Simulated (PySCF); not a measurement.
C₄H₇O, SMILES C[CH]C(C)=O, multiplicity 2.

Geometry optimised at TPSSh-D3(BJ)/def2-SVP. The isomer is the one that the SMILES or the coordinates give; other isomers of the formula were not compared. One conformer was computed; it need not be the lowest.

The numbers are results of TDA-PBE/def2-SVPD (PySCF), not measurements.

Vertical excitations. Isolated molecule, no solvent.

```tsv
state	energy (eV)	λ (nm)	f	main pairs
root 1	1.37	904	0.000	β HOMO→LUMO 100 %
root 2	4.35	285	0.009	α HOMO→LUMO 24 %, β HOMO−1→LUMO 72 %
root 3	4.69	264	0.001	β HOMO−2→LUMO 97 %
root 4	4.89	253	0.000	α HOMO−1→LUMO 53 %, β HOMO−3→LUMO 36 %, β HOMO→LUMO+1 11 %
root 5	4.96	250	0.000	α HOMO−1→LUMO 28 %, β HOMO−3→LUMO 63 %
root 6	5.44	228	0.001	α HOMO−1→LUMO 17 %, β HOMO→LUMO+1 83 %
root 7	5.56	223	0.000	α HOMO→LUMO+1 96 %
root 8	5.61	221	0.000	β HOMO−4→LUMO 95 %
root 9	5.62	220	0.002	α HOMO−1→LUMO+1 5 %, β HOMO→LUMO+2 89 %
root 10	5.68	218	0.105	α HOMO→LUMO 52 %, α HOMO−1→LUMO+1 13 %, β HOMO−1→LUMO 15 %, β HOMO−7→LUMO 8 %
```
Unrestricted roots are not spin-pure.
